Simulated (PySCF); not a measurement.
BF2HSe, SMILES FB([SeH])F.

The structure is a stationary point at PBE0-D3(BJ)/def2-SVP. Other conformers were not sampled.

Level of theory: PBE0-D3(BJ)/def2-SVP (PySCF).

Frequencies are harmonic and unscaled.

```csv
mode,ν (cm⁻¹),IR (km/mol),Raman (Å⁴/amu),depolarisation,moving atoms (share of kinetic energy)
1,257,1.7,0.3,0.74,"F 74 %, B 13 %"
2,325,9.5,7.3,0.75,H 94 %
3,339,3.3,2.3,0.30,"F 67 %, Se 32 %"
4,555,26.4,4.4,0.75,"B 86 %, F 13 %"
5,632,27.8,5.7,0.07,"F 74 %, B 21 %"
6,733,10.6,11.1,0.75,H 92 %
7,1239,492.2,0.1,0.43,"B 69 %, F 30 %"
8,1452,261.1,0.2,0.40,"B 74 %, F 25 %"
9,2473,4.3,136.6,0.30,H 99 %
```
